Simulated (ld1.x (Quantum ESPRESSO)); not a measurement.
**Cs (Z = 55): TM pseudisation with PBEsol, fully relativistic reference atom.**

Cs, norm-conserving Troullier–Martins (Kleinman–Bylander form), made with ld1.x (Quantum ESPRESSO) 7.5 (PBEsol, fully relativistic). Core [Xe], reference 5d0 6s1 6p0. Waves: 6s (bound): rc 4.20 bohr; 6p (bound, empty): rc 4.20 bohr; 5d (bound, empty): rc 3.75 bohr; 4f channel at 0.25 Ry: rc 4.35 bohr. Local part: all-electron potential smoothed inside 3.30 bohr (lloc = -1). Core correction: Bessel-smoothed model core, default radius (core density twice the valence density).

Open shells are filled in proportion to 2j + 1 (rel_dist='average').

Poles of the logarithmic derivatives, all-electron (AE) and pseudo (PS). s: poles at 0.6, 3.4 (AE) and -0.9, 0.6, 2.4 (PS) Ry. p1/2: poles at -1.1, 1.1, 4.0 (AE) and 0.1, 1.3, 3.7 (PS) Ry. p3/2: poles at -0.9, 1.2, 4.2 (AE) and 1.5, 3.7 (PS) Ry. d3/2: poles at 0.3, 2.2 (AE) and 0.3, 2.2 (PS) Ry. d5/2: poles at 0.3, 2.2 (AE) and 0.3, 2.2 (PS) Ry. f5/2: poles at 0.7, 1.7, 4.0 (AE) and 0.7, 2.7 (PS) Ry. f7/2: poles at 0.7, 1.7, 4.0 (AE) and 0.8, 2.7 (PS) Ry. Test radius 4.71 bohr.

* Cutoffs needed: 6 Ry and 6 Ry (the cutoffs (Ry, on a coarse ladder) from which the occupation-weighted sum of valence levels, in a spherical-Bessel basis at the reference potential, stays within 10 and 1 mRy of its value at 400 Ry)
* Ghost test: ghost state, extra bound levels that the all-electron valence spectrum of the same l lacks: s at -12.5 eV; a true bound ghost makes a file unfit for plane-wave use (spherical-Bessel basis up to 400 Ry, 20 bohr box)
* Largest excitation error: +13 meV (all-electron minus pseudo) for 5d0 6s0 6p1, out of 4 test configurations
